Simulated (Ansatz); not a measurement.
Harmonic frequencies (cm⁻¹) at PBE0-D4/def2-TZVP from Ansatz: 189, 207, 212, 246, 278, 388, 510, 584, 678, 695, 740, 1060, 1534, 3568, 3675.

Each molecule was computed in one conformer, which needn't be the lowest.

(1) Which molecule is it?
A. `[S]=[Mo](=[S])([Cl])[Cl]`
B. `[NH2][Mo](=[O])([F])=[S]`
C. `[F][Mo]([F])([F])(=[S])[Cl]`
D. `[OH][Mo]([F])([F])([F])=[S]`

Answers

(1) B.
